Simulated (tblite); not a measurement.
C4H5ClSSi.
Atom-mapped SMILES: `[SiH3:1][c:2]1[cH:3][cH:4][c:5]([Cl:6])[s:7]1` (hydrogens: H8, H9, H10 on Si1; H11 on C3; H12 on C4)

Computed with GFN2-xTB (tblite), gas phase: L-BFGS steps from a force-field or distance-geometry start until the largest atomic force falls under 0.01 eV/Å.

Step 0: E = -560.9271 eV
```
atom  x, y, z in Å  |  force x, y, z in eV/Å
Si1    -2.2288    0.3864   -0.1226   -1.137  -0.054   0.139
C2     -0.4000    0.1047   -0.0422    1.162  -1.364   0.474
C3      0.3865   -1.0080    0.3036   -0.556   1.348  -0.502
C4      1.7768   -0.7285    0.2130   -0.356  -0.859   0.363
C5      2.0124    0.5547   -0.1588    0.813  -0.130  -0.028
Cl6     3.5426    1.2952   -0.3888    0.107  -0.051   0.028
S7      0.6045    1.4532   -0.4401   -0.598   0.398  -0.118
H8     -2.6262    0.7691   -1.4994    0.155  -0.058   0.301
H9     -2.9366   -0.8676    0.2549    0.289   0.312  -0.101
H10    -2.6398    1.4622    0.8284    0.216  -0.315  -0.316
H11    -0.0443   -1.9648    0.5859    0.223   0.411  -0.115
H12     2.5542   -1.4575    0.4400   -0.317   0.363  -0.126
```

Step 1: E = -560.9953 eV
```
atom  x, y, z in Å  |  force x, y, z in eV/Å
Si1    -2.2450    0.3857   -0.1206   -0.237  -0.140   0.101
C2     -0.3834    0.0853   -0.0354   -0.639   0.323  -0.051
C3      0.3785   -0.9887    0.2964    0.177  -0.536   0.100
C4      1.7717   -0.7408    0.2182   -0.063   0.377  -0.033
C5      2.0240    0.5529   -0.1592    0.180  -0.533   0.098
Cl6     3.5441    1.2945   -0.3884    0.182  -0.042   0.024
S7      0.5960    1.4589   -0.4418   -0.150   0.029  -0.005
H8     -2.6240    0.7683   -1.4951    0.123  -0.036   0.210
H9     -2.9325   -0.8631    0.2534    0.151   0.129  -0.044
H10    -2.6367    1.4577    0.8239    0.164  -0.200  -0.207
H11    -0.0412   -1.9589    0.5842    0.230   0.591  -0.170
H12     2.5496   -1.4523    0.4382   -0.118   0.039  -0.022
```

Step 2: E = -561.0121 eV
```
atom  x, y, z in Å  |  force x, y, z in eV/Å
Si1    -2.2507    0.3837   -0.1190   -0.107  -0.099   0.046
C2     -0.3891    0.0863   -0.0350   -0.348   0.094   0.013
C3      0.3795   -0.9926    0.2966    0.018   0.084  -0.068
C4      1.7701   -0.7378    0.2186   -0.015   0.022   0.050
C5      2.0282    0.5457   -0.1580    0.040  -0.032  -0.041
Cl6     3.5467    1.2939   -0.3880    0.138  -0.076   0.033
S7      0.5927    1.4601   -0.4422   -0.007  -0.125   0.042
H8     -2.6221    0.7677   -1.4917    0.096  -0.026   0.157
H9     -2.9298   -0.8607    0.2526    0.077   0.014  -0.009
H10    -2.6341    1.4544    0.8205    0.124  -0.129  -0.138
H11    -0.0377   -1.9503    0.5817    0.102   0.248  -0.071
H12     2.5474   -1.4510    0.4376   -0.117   0.024  -0.014
```

**Question.** Estimate the geometry and energy of step 3. (The exact step hangs on the optimiser's Hessian estimate; all steps are aligned on step 2, rigid shifts and turns removed.)

**Answer.** E = -561.0197 eV, largest force 0.291 eV/Å
```
atom  x, y, z in Å  |  force x, y, z in eV/Å
Si1    -2.2561    0.3810   -0.1173   -0.008  -0.061  -0.005
C2     -0.3969    0.0870   -0.0340   -0.082   0.034   0.019
C3      0.3796   -0.9903    0.2946   -0.064   0.267  -0.096
C4      1.7688   -0.7376    0.2203   -0.030   0.049   0.011
C5      2.0313    0.5427   -0.1585   -0.048   0.107  -0.067
Cl6     3.5506    1.2920   -0.3871    0.095  -0.092   0.036
S7      0.5908    1.4583   -0.4415    0.040  -0.126   0.043
H8     -2.6192    0.7669   -1.4869    0.062  -0.011   0.081
H9     -2.9270   -0.8593    0.2521    0.002  -0.105   0.028
H10    -2.6304    1.4502    0.8161    0.077  -0.044  -0.054
H11    -0.0341   -1.9419    0.5793    0.013   0.035  -0.011
H12     2.5438   -1.4496    0.4370   -0.057  -0.054   0.014
```

The energy changes by -0.0076 eV. The first-order estimate −F·Δx gives -0.0114 eV and the mean of the old and new forces, exact on a quadratic surface, -0.0075 eV. The step makes an angle of 18° with the force vector and moves no atom by more than 0.009 Å.

The cost below is that of the whole relaxation. The run took 0.23 s on one thread, Arm Neoverse V1 (aarch64), on a shared host.
